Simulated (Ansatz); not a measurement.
# Worked example: vertical ionisation energy of SnCl2 (SMILES [Cl][Sn][Cl])

The species is SnCl2 (3 atoms), meant as a singlet with charge 0. SMILES: `[Cl][Sn][Cl]`. The coordinates come from a PBE0-D4/def2-TZVP relaxation.

```xyz
3

Cl    1.1542    1.2207    0.7560
Sn   -0.7969    0.5189   -0.3766
Cl   -0.3682   -1.8045   -0.3926
```

Both states at this one shape; open shells run unrestricted unless said. 1 Eh = 27.2114 eV.

| level | program | singlet SnCl2 (Eh) | doublet [SnCl2]+ (Eh) |
| --- | --- | --- | --- |
| PBE0/def2-SVP (core potential) | Ansatz | -1134.221138 | -1133.852415 |
| RPA@PBE/def2-SVP (core potential), 14 core orbitals frozen | Ansatz | -1132.707041 | -1132.356758 |

Task: Work out the vertical ionisation energy at each level.

Result: 
1. PBE0/def2-SVP (core potential): -1133.852415 − (-1134.221138) = 0.368723 Eh = 10.03 eV.
2. RPA@PBE/def2-SVP (core potential): -1132.356758 − (-1132.707041) = 0.350283 Eh = 9.53 eV.

No measured value is set beside it here; the levels span 9.53 to 10.03 eV. Spin-orbit coupling is left out.
